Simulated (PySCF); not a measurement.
A calculated (TPSS, PySCF 2.14, def2-SVP, no relativity, point nucleus) atom or ion has these occupied shells.

```
shell  electrons  orbital energy (eV)  rms radius, mean of both spins (bohr)
 1s α          1              -8138.6                                 0.0635
 1s β          1              -8138.6                                 0.0635
 2s α          1              -966.46                                  0.269
 2s β          1              -965.99                                  0.269
 2p α          3              -842.62                                  0.240
 2p β          3              -842.24                                  0.240
 3s α          1              -110.46                                  0.809
 3s β          1              -109.27                                  0.809
 3p α          3              -72.726                                  0.858
 3p β          3              -71.547                                  0.858
 3d α          5              -11.210                                   1.17
 3d β          4              -10.297                                   1.17
```

Question: Name the element and its charge.

Answer: Ni⁺ (nickel, charge +1), in [Ar] 3d9, 2D determinant.
